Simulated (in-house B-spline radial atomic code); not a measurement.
How numerical settings move a run on Sb⁺, [Kr] 4d10 5s2 5p2. Computed with an all-electron radial atomic-structure program (B-spline basis): scalar-relativistic (X2C) r2SCAN, spin-polarised, spherical fractional occupations, Fermi nucleus of rms radius 4.6802 fm.

Command:
```bash
python run_scf.py task.json out
```
Settings of the sound reference run:
```
Z                51
electrons        50
configuration    [Kr] 4d10 5s2 5p2
hamiltonian      x2c
method           r2scan
spin_polarised   True
nucleus          fermi
rms_radius       4.6802
mass_number      121
atomic_mass      120.9038
speed_of_light   137.036
knot_spacing     0.22
spline_order     8
gauss_points     12
box_radius       35.29
max_iterations   70
damping          0.5
damped_steps     3
diis_vectors     10
tolerance        1e-08
start            Thomas-Fermi
```

Time taken, with all properties: 0.41 s on 1 thread of Intel(R) Xeon(R) 6975P-C, on a shared host.

It converges in 9 iterations to -6480.489990 hartree, with 5p up at -12.9411 eV. The other runs change the listed settings, some to values that make no sense; their results aren't properties of the atom or ion. Radii are in bohr (the nuclear one in fm), a minus after a letter asks for a j subshell, and «unchanged» means within 1e-8 hartree. The run stops when the residual is below 10 × tolerance × max(1, Z/10), or a noise floor if that is larger, and the energy moves by less than 1e-8 × √|E| hartree; so very loose and very tight tolerances often act alike.

| changed settings | outcome |
| --- | --- |
| max_iterations = 8 | not converged after 8 iterations, last residual 7.0e-07, last energy +5.00e-10 hartree from the reference |
| box_radius = 7.06 | converged in 9 iterations, energy +2.01e-03 hartree from the reference, 5p up level +8.4e-02 eV (the program warns: 5p up reaches the box edge; 5s up reaches the box edge) |
| box_radius = 1.41 | converged in 8 iterations, energy +6.29e+01 hartree from the reference, 5p up level +3.6e+02 eV (the program warns: 5p up has a positive eigenvalue: unbound, held by the box; 4p up has a positive eigenvalue: unbound, held by the box) |
| electrons = 53, configuration = [Kr] 4d10 5s2 5p2 6s3, max_iterations = 50 | stopped with error: shell 6s holds at most 1 electrons (per spin) |
| box_radius = 5.29 | converged in 8 iterations, energy +3.71e-02 hartree from the reference, 5p up level +9.5e-01 eV (the program warns: 5p up reaches the box edge; 4d up reaches the box edge) |
| knot_spacing = 1.4, max_iterations = 100, diis_vectors = 1, tolerance = 0.001 | converged in 5 iterations, energy +1.08e+02 hartree from the reference, 5p up level -2.5e+00 eV (the program warns: 5p up reaches the box edge; 2s up reaches the box edge) |
| hamiltonian = dirac, method = hf, spin_polarised = False, speed_of_light = 56.11624 | converged in 10 iterations to -8047.7758 hartree, a different physical problem |
| box_radius = 70.58 | converged in 9 iterations, energy +2.67e-07 hartree from the reference, 5p up level +7.9e-07 eV |
| damping = 0 | converged in 8 iterations, energy unchanged, 5p up level +1.2e-06 eV |
| max_iterations = 5 | not converged after 5 iterations, last residual 3.7e-05, last energy +3.15e-08 hartree from the reference |
| knot_spacing = 0.4, box_radius = 141.16, max_iterations = 5, damped_steps = 1 | not converged after 5 iterations, last residual 2.2e-05, last energy +3.77e-03 hartree from the reference |
| max_iterations = 3 | not converged after 3 iterations, last residual 7.9e-04, last energy +3.56e-06 hartree from the reference |
| damping = 0.8 | converged in 10 iterations, energy unchanged, 5p up level +1.2e-06 eV |
| damping = 0.95 | converged in 10 iterations, energy unchanged, 5p up level +1.9e-06 eV |
| box_radius = 2.12 | converged in 8 iterations, energy +9.67e+00 hartree from the reference, 5p up level +8.1e+01 eV (the program warns: 5p up has a positive eigenvalue: unbound, held by the box; 5s up has a positive eigenvalue: unbound, held by the box) |
| spline_order = 6, gauss_points = 8, box_radius = 17.64, max_iterations = 50, damped_steps = 8 | converged in 12 iterations, energy -4.80e-05 hartree from the reference, 5p up level -2.0e-05 eV |
| box_radius = 17.64 | converged in 9 iterations, energy -5.43e-07 hartree from the reference, 5p up level -2.8e-06 eV |

Problem. What happens with max_iterations = 2?

Solution. Not converged after 2 iterations, last residual 1.6e-03, last energy +2.45e-05 hartree from the reference.

Problem. What happens with damping = 0.2?

Solution. Converged in 8 iterations, energy unchanged.

Problem. What happens with electrons = 51, configuration = [Kr] 4d10 5s2 5p2 6p-1, max_iterations = 50?

Solution. Stopped with error: j subshells need the Dirac Hamiltonian and l > 0.

Problem. What happens with max_iterations = 12?

Solution. Converged in 9 iterations, energy unchanged.
